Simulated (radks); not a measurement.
Values are calculated unless marked as measured or tabulated.
Question: Te, 52 electrons, occupied as [Kr] 4d10 5s2 5p4. Code: a radial shooting solver on a logarithmic mesh with Libxc functionals. Model: Dirac Kohn-Sham, exchange-only PBE, spin-unpolarised, spherical densities, finite nucleus; open shells are shared between the two j in proportion to 2j + 1; Fermi nuclear charge, rms radius 4.7423 fm. Some entries of the table are withheld. Estimate them.

orbital,occ.,eigenvalue (hartree),<1/r> (bohr^-1)
1s1/2,2,-1161.456,55.57
2s1/2,2,-178.0203,12.94
2p1/2,2,-166.7986,(1)
2p3/2,4,-156.7100,(2)
3s1/2,2,-35.38759,4.602
3p1/2,2,-30.77299,4.512
3p3/2,4,-28.89300,4.274
3d3/2,4,(3),4.126
3d5/2,6,(4),4.065
4s1/2,2,-5.99217,1.835
4p1/2,2,(5),1.723
4p3/2,4,(6),1.645
4d3/2,4,-1.52146,1.380
4d5/2,6,-1.46758,1.360
5s1/2,2,-0.52239,0.6243
5p1/2,1.33333,(7),(8)
5p3/2,2.66667,(9),(10)

Answer: 
(1) 2p1/2 <1/r> (bohr^-1): 12.93
(2) 2p3/2 <1/r> (bohr^-1): 11.96
(3) 3d3/2 eigenvalue (hartree): -20.75081
(4) 3d5/2 eigenvalue (hartree): -20.35762
(5) 4p1/2 eigenvalue (hartree): -4.40652
(6) 4p3/2 eigenvalue (hartree): -4.04922
(7) 5p1/2 eigenvalue (hartree): -0.20831
(8) 5p1/2 <1/r> (bohr^-1): 0.4957
(9) 5p3/2 eigenvalue (hartree): -0.17982
(10) 5p3/2 <1/r> (bohr^-1): 0.4677
